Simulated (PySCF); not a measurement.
TiCl⁺: one state, many levels of theory

State: triplet, unpaired electrons π ↑, δ ↑, a mixture of terms (⟨Lz²⟩ = 4.7). Set-up: Ti def2-TZVPPD, Cl def2-TZVPPD; no relativity (PySCF 2.14). De refers to Ti⁺ (3d2 4s1) + Cl in their high-spin ground configurations, without counterpoise correction. The functionals are run spin-unrestricted. A positive dipole points towards Cl; it is taken about the centre of mass and depends on that origin.

| Level | Re (Å) | ωe (cm⁻¹) | De (eV) | μ (D) | CPU s a point (SCF and correlation, without the integrals) |
| --- | --- | --- | --- | --- | --- |
| UHF | 2.259 | 460 | n/a | -9.91 | 5.9 |
| UHF-MP2 | 2.192 | 480 | n/a | n/a | 9.1 |
| UHF-SCS-MP2 | 2.208 | 474 | n/a | n/a | n/a |
| UHF-CCSD | 2.205 | 478 | 3.79 | n/a | n/a |
| UHF-CCSD(T) | 2.199 | 478 | 3.97 | n/a | 210 |
| PBE | 2.176 | 473 | n/a | -6.87 | 3 |
| PBEsol | 2.158 | 484 | n/a | -6.74 | 2.9 |
| revPBE | 2.186 | 466 | n/a | -6.98 | 2.4 |
| PW91 | 2.175 | 474 | n/a | -6.87 | 1.5 |
| r²SCAN | 2.180 | 480 | n/a | -7.42 | 6.1 |
| PBE0 | 2.179 | 485 | n/a | -7.72 | 8.4 |
| B97-3 | 2.194 | 476 | n/a | -7.93 | 7.7 |
| CAM-B3LYP | 2.185 | 486 | n/a | -7.94 | 9.3 |
| B2PLYP | 2.193 | 479 | n/a | -8.54 | 4.8 |

Q: What does second-order correlation do here, going from UHF to UHF-MP2?

A: UHF-MP2 less UHF: -6.7 pm in Re, +4.3 % in ωe. Correlation nearly always deepens the well. The bond shortens, as in weak, metallic or heavy-atom bonds, where dispersion and the correlation of outer-core electrons pull the atoms together.

Q: What does all correlation do here, going from UHF to UHF-CCSD(T)?

A: UHF-CCSD(T) less UHF: -6.0 pm in Re, +3.9 % in ωe. Correlation nearly always deepens the well. The bond shortens, as in weak, metallic or heavy-atom bonds, where dispersion and the correlation of outer-core electrons pull the atoms together.

Correlated steps freeze 10 core orbitals. De is left out where the level can put another filling of the metal’s s and d shells below the measured ground configuration, by anything from nothing to about 1 eV. For an ion De counts to the pair picked by the measured ionisation energies or electron affinities, which need not be the lowest pair at this level. B2PLYP dipoles, levels and charges come from its SCF part alone. With d or f electrons several states lie close, and the lowest PBE0 determinant need not be the measured ground state.

The whole job (state search and all levels along the bond) took about 21 min on 2 threads of Intel Xeon Platinum 8488C (shared host), peak memory 8.7 GiB.
